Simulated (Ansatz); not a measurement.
Program: Ansatz. Geometries: PBE0-D4/def2-TZVP. ΔE: electronic, gas phase. CBS: MP2 limit from def2 TZ/QZ plus the TZ coupled-cluster correction, frozen cores. This one scheme is used for every species. DFT in def2-TZVPP. B3LYP here is the variant with VWN-RPA as its local correlation; programs differ in this. Each species was taken in one conformer, which may not be the lowest.

Consider the ligand exchange at a B–C bond: `CC1=CC(C)=[O+][B-](C)(O)O1` + HCl → `CC1=CC(C)=[O+][B-](O)(Cl)O1` + CH₄.

`CC1=CC(C)=[O+][B-](C)(O)O1`:

```xyz
21

C    -1.370   -0.741   -2.370
C    -0.574   -0.394   -1.162
C    -0.805   -0.994    0.072
C     0.143   -0.813    1.074
C     0.135   -1.621    2.324
O     1.098    0.023    0.962
B     1.098    1.126   -0.141
C     0.256    2.378    0.364
O     2.416    1.419   -0.509
O     0.360    0.454   -1.340
H    -2.110   -1.513   -2.166
H    -1.871    0.158   -2.736
H    -0.697   -1.077   -3.162
H    -1.599   -1.714    0.192
H    -0.668   -2.356    2.332
H     1.098   -2.125    2.433
H     0.026   -0.950    3.179
H     0.734    2.832    1.236
H     0.203    3.142   -0.416
H    -0.770    2.117    0.644
H     2.899    0.647   -0.809
```

HCl:

Cartesian coordinates in Å:
```
Cl -0.071 0.173 0.612
H 0.071 -0.173 -0.612
```

`CC1=CC(C)=[O+][B-](O)(Cl)O1`:

Cartesian coordinates in Å:
```
C -1.869 -1.898 -0.320
C -0.959 -0.751 -0.079
C 0.423 -0.879 -0.064
C 1.188 0.279 -0.039
C 2.658 0.275 -0.237
O 0.657 1.433 0.128
B -0.768 1.575 0.637
O -1.338 2.777 0.249
Cl -0.716 1.396 2.473
O -1.532 0.382 0.088
H -1.326 -2.803 -0.587
H -2.581 -1.641 -1.107
H -2.448 -2.077 0.590
H 0.888 -1.842 -0.209
H 3.133 0.604 0.692
H 3.033 -0.711 -0.506
H 2.926 1.001 -1.007
H -1.370 2.882 -0.704
```

CH₄:

Cartesian coordinates in Å:
```
C 0.000 0.000 0.000
H 0.935 0.419 -0.372
H -0.536 -0.477 -0.820
H -0.614 0.797 0.420
H 0.215 -0.738 0.772
```

```json
{"level": "LDA (SPW92)", "ΔE (kJ/mol)": "-96.8", "difference from CCSD(T)/CBS": "1.3"}
{"level": "B97M-V", "ΔE (kJ/mol)": "-104.3", "difference from CCSD(T)/CBS": "-6.2"}
{"level": "B3LYP-D4", "ΔE (kJ/mol)": "-101.3", "difference from CCSD(T)/CBS": "-3.2"}
{"level": "BLYP", "ΔE (kJ/mol)": "-99.5", "difference from CCSD(T)/CBS": "-1.4"}
{"level": "BHLYP", "ΔE (kJ/mol)": "-103.6", "difference from CCSD(T)/CBS": "-5.5"}
{"level": "RPA@PBE/def2-TZVPP", "ΔE (kJ/mol)": "-89.5", "difference from CCSD(T)/CBS": "8.6"}
{"level": "MP2/def2-SVP", "ΔE (kJ/mol)": "-104.5", "difference from CCSD(T)/CBS": "-6.4"}
{"level": "CCSD(T)/def2-SVP", "ΔE (kJ/mol)": "-100.6", "difference from CCSD(T)/CBS": "-2.5"}
{"level": "MP2/def2-QZVPP", "ΔE (kJ/mol)": "-101.4", "difference from CCSD(T)/CBS": "-3.3"}
{"level": "MP2/CBS(def2)", "ΔE (kJ/mol)": "-102.7", "difference from CCSD(T)/CBS": "-4.6"}
{"level": "CCSD(T)/CBS", "ΔE (kJ/mol)": "-98.1", "difference from CCSD(T)/CBS": "0"}
```

Largest T1 diagnostic among the species: 0.016.

In def2-TZVPP, CCSD(T) changes the Hartree–Fock value by +13.8 kJ/mol (the triples alone add −0.0 kJ/mol) and MP2 by +9.2 kJ/mol. Leaving LDA and LC-ωPBE aside and taking each functional with its dispersion term where it has one, the values, not all of them listed here, spread over 6.5 kJ/mol, from BHLYP-D4 to revPBE-D4.

CCSD(T)/CBS has its own doubt, a few kJ/mol and more with outer-core shells, so smaller differences from it don't rank the levels.
